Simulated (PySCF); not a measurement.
A structure optimised at PBE0-D3(BJ)/def2-SVP, used in a PySCF frequency run:

```
In
O 1 1.9935
H 2 0.9643 1 111.90
O 1 2.0062 2 121.96 3 0.00
H 4 0.9631 1 114.27 2 0.00
S 1 2.3692 2 126.53 3 180.00
C 6 1.8362 1 98.52 2 180.00
H 7 1.0981 6 112.19 1 0.00
H 7 1.0983 8 109.16 6 120.30
H 7 1.0983 8 109.16 9 119.41
```

**Question.** Write its SMILES, formula and point group.

**Answer.** C[S][In]([OH])[OH], CH₅InO₂S, Cs

**Question.** What are its rotational constants (standard atomic weights)?

**Answer.** 4.0765, 1.5673, 1.1403 GHz
